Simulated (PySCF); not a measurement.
# Co (cobalt, neutral): UHF calculation

Configuration: [Ar] 3d8 4s1, high-spin 4F determinant (an excited configuration). Computed with PySCF 2.14 in def2-QZVPPD, with no relativity, point nucleus.

* Total energy: -1381.366210 hartree
* One-electron energy: -1919.3027 hartree
* Hartree (Coulomb) energy: 596.0843 hartree
* Exchange energy: -58.1478 hartree
* Kinetic energy: 1381.32096 hartree
* ⟨S²⟩: 3.7524
* ⟨L²⟩: 12.037
* Sum of ⟨r⟩: 20.90 bohr
* Sum of ⟨r²⟩: 34.22 bohr²
* Density at the nucleus (Gaussians lack the cusp): 13300 bohr⁻³
* Spin density at the nucleus: 2.39 bohr⁻³
* Langevin diamagnetic susceptibility: -27.1 ×10⁻⁶ cm³/mol

```tsv
shell	electrons	mean orbital energy (hartree)	spread (hartree)	rms radius, mean of both spins (bohr)
1s α	1	-282.85691	0	0.0659
1s β	1	-282.85415	0	0.0659
2s α	1	-34.66599	0	0.279
2s β	1	-34.60140	0	0.279
2p α	3	-29.92084	0	0.250
2p β	3	-29.85905	0	0.250
3s α	1	-4.39310	0	0.846
3s β	1	-4.21036	0	0.846
3p α	3	-2.90747	0	0.903
3p β	3	-2.69293	0	0.903
3d α	5	-0.46730	0.05273	1.30
3d β	3	-0.37935	0	1.30
4s α	1	-0.23239	0	3.72
```

Spin-orbit constants ζ (cm⁻¹) from the X2C one-electron operator on these orbitals (non-relativistic here): bare nucleus, nucleus screened by l(l+1)(2l+1)/3 electrons, and screened by the Breit-Pauli mean field of the electrons.

```csv
shell,bare,screened nucleus,mean field
2p,80260,74310,n/a
3p,9547,8839,n/a
3d,865.9,545.2,n/a
```

To first order the Landé constant is A = -181.7 cm⁻¹, so the lowest level has J = 9/2 and lies 0.101 eV below the centre of the term. This holds in LS coupling only.
